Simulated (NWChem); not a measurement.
System: CH$_{3}$FSn, singlet; SMILES [CH3][Sn][F]

```xyz
6

Sn     0.3832     0.0667     0.0000
F     -1.0737     1.3867     0.0000
C     -0.9772    -1.6571    -0.0003
H     -0.7916    -2.3031    -0.8750
H     -2.0165    -1.2970    -0.0250
H     -0.8255    -2.2713     0.9037
```
Atoms are numbered in this order, from 1.

Low-valent species are run as closed-shell singlets; no triplet was tried in these runs. Coordinates come from a PBE0/def2-SVP optimisation. Not confirmed as a minimum by frequencies. def2 effective core potentials on Sn; no spin-orbit coupling.

Question: List the 4 lowest vertical singlet excitations from PBE0/def2-SVPD with def2 effective core potentials on Sn, TDA (NWChem).

Answer: 
```
state  energy (eV)  oscillator strength  leading excitation (squared amplitude)
-----  -----------  -------------------  --------------------------------------
S1            2.98                0.035                      HOMO → LUMO (0.98)
S2            5.17                0.084                    HOMO → LUMO+1 (0.95)
S3            5.99                0.051                    HOMO−1 → LUMO (0.91)
S4            6.28                0.049                    HOMO → LUMO+2 (0.84)
```
